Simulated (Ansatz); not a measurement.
Input for Ansatz (a program for electronic structure): R-SVWN5/def2-TZVPPD on Br2 (SMILES BrBr). Files ending in .json are basis or fitting sets from the Basis Set Exchange.

Ansatz 0.2 input:
```yaml
crystal:
  periodic: [false, false, false]
  atoms:
    - {symbol: Br, position_ang: [0.00218653, 0.14323600, 5.62323763]}
    - {symbol: Br, position_ang: [-0.11015381, -0.07750799, 3.30950344]}
basis:
  gaussian:
    orbitals: def2-TZVPPD.json
hamiltonian:
  xc: {name: SVWN5}
scf: {lower_state_search: off}
```

Task: Predict the final total energy.

Result: -5141.2152 hartree.
